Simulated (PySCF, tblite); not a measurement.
Isomers of C2H12SSi3, one GFN2-xTB conformer each. Single-point energies are computed at PBE0/pcSseg-1 (PySCF, gas phase, no added dispersion term), electronic only.

```csv
SMILES,GFN2-xTB relative energy (kcal/mol)
[SiH3]CC[SiH2]S[SiH3],0.0
C[SiH2]C[SiH2]S[SiH3],2.3
```

Conformers: `[SiH3:1][CH2:2][CH2:3][SiH2:4][S:5][SiH3:6]` with Si1–C2–C3–Si4 175°, C2–C3–Si4–S5 -54°, C3–Si4–S5–Si6 -55°; `[CH3:1][SiH2:2][CH2:3][SiH2:4][S:5][SiH3:6]` with C1–Si2–C3–Si4 -55°, Si2–C3–Si4–S5 -53°, C3–Si4–S5–Si6 -55°.

What does PBE0/pcSseg-1 give for the same structures?

```tsv
SMILES	PBE0/pcSseg-1 E (Eh)	PBE0/pcSseg-1 (kcal/mol)	GFN2-xTB (kcal/mol)	point group
C[SiH2]C[SiH2]S[SiH3]	-1349.49246	0.0	2.3	C1
[SiH3]CC[SiH2]S[SiH3]	-1349.46958	14.4	0.0	C1
```

GFN2-xTB puts [SiH3]CC[SiH2]S[SiH3] lowest instead. 

Which frontier levels, dipoles and rotational constants go with these structures?

| SMILES | HOMO (eV, PBE0/pcSseg-1) | LUMO (eV) | dipole (D) | A, B, C (MHz) |
| --- | --- | --- | --- | --- |
| C[SiH2]C[SiH2]S[SiH3] | -7.23 | -0.03 | 1.88 | 2127, 800.2, 733.4 |
| [SiH3]CC[SiH2]S[SiH3] | -7.28 | -0.06 | 1.61 | 2068, 709.4, 595.0 |

What happens when harmonic zero-point energies from GFN2-xTB frequencies are added?

```tsv
SMILES	ZPE (kcal/mol)	electronic (kcal/mol)	with ZPE (kcal/mol)
C[SiH2]C[SiH2]S[SiH3]	77.1	0.0	0.0
[SiH3]CC[SiH2]S[SiH3]	76.5	14.4	13.7
```

The zero-point energies span 0.6 kcal/mol. The order is unchanged.
